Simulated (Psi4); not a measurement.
C2H2Cl, doublet (typed; the unrestricted solution is spin-contaminated), at a GFN2-xTB geometry. Base run: Psi4 with HF/pcseg-1.

Psi4 was given this input:
```
memory 2 GB

molecule {
0 2
  C    -0.15812136    0.84949158    0.00022359
  C     0.97259348    1.42818972    0.01535444
  Cl   -0.33990486   -0.95740851   -0.00651845
  H    -1.13412407    1.30084788   -0.01044600
  H     2.02567392    1.30900905    0.02779152
}

set basis pcseg-1
set reference uhf
set stability_analysis check
set scf_type pk

energy('scf')
print_variables()
```

The bond that is stretched is that between atoms 5 and 2. A test that says stable can miss a lower solution.

The base run was repeated with changes; each row names its change, and settings that it needs were set with it.

```json
[
 {"change": "base", "ΔE vs base (eV)": "0.00", "<S^2>": "0.906"},
 {"change": "stability_analysis = follow; reference = uhf", "ΔE vs base (eV)": "0.00", "<S^2>": "0.906"},
 {"change": "bond × 1.25", "ΔE vs base (eV)": "0.87", "<S^2>": "0.913"},
 {"change": "stability_analysis = follow; reference = uhf; bond × 1.25", "ΔE vs base (eV)": "0.87", "<S^2>": "0.913"},
 {"change": "bond × 1.5", "ΔE vs base (eV)": "2.43", "<S^2>": "0.978"},
 {"change": "stability_analysis = follow; reference = uhf; bond × 1.5", "ΔE vs base (eV)": "2.43", "<S^2>": "0.978"},
 {"change": "bond × 1.8", "ΔE vs base (eV)": "4.22", "<S^2>": "0.919"},
 {"change": "stability_analysis = follow; reference = uhf; bond × 1.8", "ΔE vs base (eV)": "3.63", "<S^2>": "1.065"},
 {"change": "bond × 2.2", "ΔE vs base (eV)": "3.84", "<S^2>": "1.086"},
 {"change": "stability_analysis = follow; reference = uhf; bond × 2.2", "ΔE vs base (eV)": "3.84", "<S^2>": "1.086"},
 {"change": "bond × 3.0", "ΔE vs base (eV)": "3.90", "<S^2>": "0.751"},
 {"change": "stability_analysis = follow; reference = uhf; bond × 3.0", "ΔE vs base (eV)": "3.90", "<S^2>": "0.751"}
]
```

Psi4 reported an instability in these rows: bond × 1.8; stability_analysis = follow; reference = uhf; bond × 1.8 (restricted rows aren't judged here).

On stretching, the SCF can end on different states; <S^2> shows the spin contamination of each.
